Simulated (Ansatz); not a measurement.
Relaxation of AlFH₅NO₂ (10 atoms, charge 0, multiplicity 1), to a largest force component of 0.03 eV/Å in at most 50 steps.

All numbers below come from RKS PBE0/def2-SVP (Ansatz).

```xyz
10
Properties=species:S:1:pos:R:3:forces:R:3
Al -0.068 0.414 -0.458 -0.01 0.22 0.84
N -0.053 0.171 2.629 -0.03 0.65 -0.88
H -0.874 0.021 3.213 0.01 0.00 0.00
H 0.772 0.052 3.211 0.01 0.01 0.01
O 1.456 -0.138 -0.945 0.00 0.00 -0.01
H 1.643 -0.917 -1.469 0.00 0.00 0.01
O -1.578 -0.215 -0.892 0.00 -0.05 0.00
H -1.761 -1.113 -1.167 0.00 0.04 -0.02
F -0.090 1.904 0.318 0.01 -0.21 -0.29
H -0.073 1.158 2.307 0.02 -0.66 0.34
```

Question: Where does it end, and by what steps?

Answer: The forces met the threshold. After 13 steps the energy has fallen by 1.237 eV; H4 moved furthest, 0.89 Å. Joined: Al1–N2 (3.10 → 2.00 Å).

| step | energy less start (eV) | largest force component (eV/Å) | accepted |
| --- | --- | --- | --- |
| 0 | 0.0000 | 0.884 | yes |
| 1 | -0.2308 | 0.719 | yes |
| 2 | -0.5247 | 1.201 | yes |
| 3 | -0.8355 | 1.050 | yes |
| 4 | -1.0112 | 1.143 | yes |
| 5 | -1.0391 | 1.344 | yes |
| 6 | -1.1476 | 0.360 | yes |
| 7 | -1.1749 | 0.155 | yes |
| 8 | -1.2070 | 0.148 | yes |
| 9 | -1.2247 | 0.310 | yes |
| 10 | -1.2361 | 0.051 | yes |
| 11 | -1.2367 | 0.084 | yes |
| 12 | -1.2352 | 0.295 | no |
| 13 | -1.2373 | 0.012 | yes |

```xyz
10
Properties=species:S:1:pos:R:3
Al -0.088 0.309 0.047
N -0.043 0.279 2.048
H -0.884 -0.204 2.368
H 0.780 -0.234 2.366
O 1.372 -0.537 -0.297
H 1.980 -0.270 -0.986
O -1.613 -0.483 -0.070
H -2.047 -0.698 -0.895
F -0.059 1.961 -0.290
H -0.024 1.215 2.454
```

Whether the end is a true minimum wasn't checked by a vibrational analysis.

Run time: 36 s on 2 threads of Arm Neoverse V1, on a shared host, peak memory 0.2 GiB.
